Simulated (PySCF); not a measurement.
C₂H₈FNSi₂.

```xyz
14

N      2.4913    -1.0150     0.4364
Si     1.1448    -0.7066    -0.6067
C      0.1184     0.8396    -0.1930
F      0.8510     1.9846    -0.3323
C     -1.1596     0.9395     0.2117
Si    -2.3439    -0.4889     0.4945
H      3.3257    -0.4399     0.3416
H      2.3247    -1.2336     1.4166
H      0.1981    -1.8498    -0.5330
H      1.6836    -0.5114    -1.9758
H     -1.5312     1.9584     0.3926
H     -1.7810    -1.4928     1.4409
H     -3.5915     0.0687     1.0828
H     -2.6917    -1.1929    -0.7715
```

Geometry: TPSSh-D3(BJ)/def2-SVP. The structure was generated by enumeration; whether it is a known compound was not checked. Other conformers were not sampled.

Calculation: PBE/pcSseg-1 in PySCF. Non-relativistic, no solvent.

Question: Give the absolute GIAO shielding of each atom: isotropic value and principal components (ppm). (The exact figures need the calculation; the answer reports its results.)

Answer: 
```tsv
atom	σ(iso)	σ11	σ22	σ33	span
N1	252.0	225.3	255.0	275.6	50.3
Si2	387.7	350.6	375.6	437.1	86.5
C3	-9.9	-124.0	35.4	58.9	182.9
F4	187.5	36.4	194.3	331.7	295.3
C5	72.6	-29.6	91.5	156.0	185.7
Si6	418.5	401.1	403.9	450.5	49.3
H7	30.6	23.7	26.6	41.4	17.7
H8	31.0	23.9	27.6	41.4	17.5
H9	26.2	22.2	26.5	30.0	7.9
H10	26.5	23.3	25.2	31.0	7.7
H11	25.6	23.9	24.5	28.5	4.6
H12	26.8	23.6	26.2	30.7	7.1
H13	27.1	24.1	25.3	32.0	7.9
H14	26.9	23.7	25.5	31.4	7.7
```
